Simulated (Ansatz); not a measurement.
`BC(F)[SiH2]F` + `CN[SiH2]N` → `BN(C)[SiH2]N` + `FC[SiH2]F`  (ligand exchange at a B–C bond)

Computed with Ansatz on PBE0-D4/def2-TZVP structures; ΔE is electronic, products minus reactants. CCSD(T)/CBS adds triple-zeta CCSD(T) − MP2 to the extrapolated MP2 energy (def2 sets, frozen cores). One conformer a species, not always the lowest.

`BC(F)[SiH2]F`:

Z-matrix (Å, degrees):
```
C
F 1 1.398
Si 1 1.916 2 105.9
B 1 1.525 2 116.8 3 118.4
H 1 1.099 2 108.9 3 -110.9
F 3 1.598 1 108.1 2 -159.9
H 3 1.481 1 112.2 2 80.8
H 3 1.479 1 107.7 2 -41.9
H 4 1.196 1 117.1 2 176.4
H 4 1.193 1 121.7 2 -8.7
```

`CN[SiH2]N`:

Cartesian coordinates in Å:
```
C 1.157 -1.393 -0.675
N -0.061 -0.705 -0.316
Si -0.181 0.952 0.088
N -1.547 1.158 1.099
H 1.171 -2.412 -0.273
H 2.012 -0.864 -0.246
H 1.322 -1.456 -1.758
H -0.901 -1.176 -0.614
H -0.430 1.916 -1.027
H 1.159 1.271 0.666
H -2.081 2.010 1.065
H -1.620 0.699 1.991
```

`BN(C)[SiH2]N`:

Cartesian coordinates in Å:
```
B 1.543 -0.551 -0.299
N 0.345 0.144 -0.442
C 0.117 1.054 -1.557
Si -1.014 0.022 0.672
N -0.814 -1.024 2.001
H 2.411 -0.399 -1.114
H 1.693 -1.290 0.632
H -0.080 2.072 -1.204
H 0.995 1.078 -2.203
H -0.744 0.738 -2.156
H -2.176 -0.446 -0.128
H -1.267 1.394 1.184
H -0.195 -0.770 2.754
H -0.812 -2.022 1.860
```

`FC[SiH2]F`:

Z-matrix (Å, degrees):
```
C
Si 1 1.881
F 1 1.389 2 111.3
H 1 1.097 2 109.9 3 -120.2
H 1 1.096 2 111.2 3 121.0
F 2 1.598 1 109.8 3 -69.4
H 2 1.485 1 108.3 3 172.6
H 2 1.481 1 110.8 3 50.0
```

```
       species  HF/def2-QZVPP energy (Eh)
`BC(F)[SiH2]F`                 -553.45529
   `CN[SiH2]N`                 -440.50208
`BN(C)[SiH2]N`                 -465.80586
   `FC[SiH2]F`                 -528.19777
```

Task: Work out ΔE.

Result: ΔE = (-465.80586) + (-528.19777) − (-553.45529) − (-440.50208) = -0.04626 Eh = -29.0 kcal/mol. CCSD(T)/CBS gives -30.1 kcal/mol.

Largest T1 diagnostic among the species: 0.013.

In def2-TZVPP, CCSD(T) changes the Hartree–Fock value by −1.9 kcal/mol (the triples alone add −0.5 kcal/mol) and MP2 by −2.4 kcal/mol.
